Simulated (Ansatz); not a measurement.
Start from `O[SiH](O)[O][GeH3]` and change one atom or group to get `O[SiH](F)[O][GeH3]`.

Ansatz, PBE0-D4/def2-TZVP geometries, multiplicity 1. Each molecule was computed in one conformer, which needn't be the lowest.

Scalar relativity is left out up to krypton.

| property | `O[SiH](O)[O][GeH3]` |
| --- | --- |
| LUMO energy (B3LYP/def2-TZVPP) / eV | -0.13 |
| size of the dipole moment (B3LYP/def2-TZVPP) / D | 2.08 |
| HOMO–LUMO gap (B3LYP/def2-TZVPP) / eV | 8.38 |
| HOMO–LUMO gap (ωB97M-V/def2-TZVPP) / eV | 12.91 |
| HOMO energy (B3LYP/def2-TZVPP) / eV | -8.51 |
| LUMO energy (PBE0/def2-TZVPP) / eV | 0.14 |

(1) Give the same properties after the change, and the shifts. (Estimate.)

Answers

(1) The calculation gave: 
```tsv
property	`O[SiH](F)[O][GeH3]`	shift
LUMO energy (B3LYP/def2-TZVPP) / eV	-0.15	-0.02
size of the dipole moment (B3LYP/def2-TZVPP) / D	1.37	-0.71
HOMO–LUMO gap (B3LYP/def2-TZVPP) / eV	8.66	0.28
HOMO–LUMO gap (ωB97M-V/def2-TZVPP) / eV	13.25	0.34
HOMO energy (B3LYP/def2-TZVPP) / eV	-8.81	-0.30
LUMO energy (PBE0/def2-TZVPP) / eV	0.11	-0.03
```

Dipoles are sizes alone; their direction can turn.

B3LYP here is the variant with VWN-RPA as its local correlation; programs differ in this.
